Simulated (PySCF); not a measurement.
C3H11F3Si3, SMILES C[Si](C)(C)[SiH2][Si](F)(F)F (GFN2-xTB optimised geometry):

```
20

C     -0.933    -1.547    -1.585
Si    -0.310    -0.680     0.000
C      1.602    -0.680     0.000
C     -0.922     1.131     0.000
Si    -1.092    -1.770     1.927
Si    -0.246    -0.800     3.809
F     -0.662    -1.262     5.276
F     -0.509     0.773     3.891
F      1.347    -0.844     3.910
H     -0.582    -1.044    -2.481
H     -0.588    -2.576    -1.633
H     -2.018    -1.566    -1.624
H      1.993    -0.209     0.898
H      1.998    -1.691    -0.036
H      2.006    -0.141    -0.853
H     -0.527     1.691    -0.844
H     -0.615     1.647     0.905
H     -2.006     1.184    -0.054
H     -0.747    -3.203     1.990
H     -2.561    -1.764     2.064
```

Calculation: PySCF with B3LYP/def2-SVP.

**Question.** What are the frontier orbital energies and the dipole moment?

**Answer.** HOMO-2 -8.67 eV, HOMO-1 -8.66 eV, HOMO -8.15 eV, LUMO -0.64 eV, LUMO+1 -0.53 eV; dipole moment 4.16 D.

On the same geometry PBE/def2-SVP run with PySCF gives HOMO-2 -7.57 eV, HOMO-1 -7.56 eV, HOMO -7.17 eV, LUMO -1.28 eV, LUMO+1 -1.17 eV; dipole moment 3.98 D.

Meta-Löwdin charges at B3LYP/def2-SVP: C1 -0.52, Si2 0.71, C3 -0.53, C4 -0.53, Si5 0.06, Si6 1.34, F7 -0.46, F8 -0.47, F9 -0.47, H10 0.11, H11 0.11, H12 0.11, H13 0.11, H14 0.11, H15 0.11, H16 0.11, H17 0.11, H18 0.11, H19 -0.07, H20 -0.07.
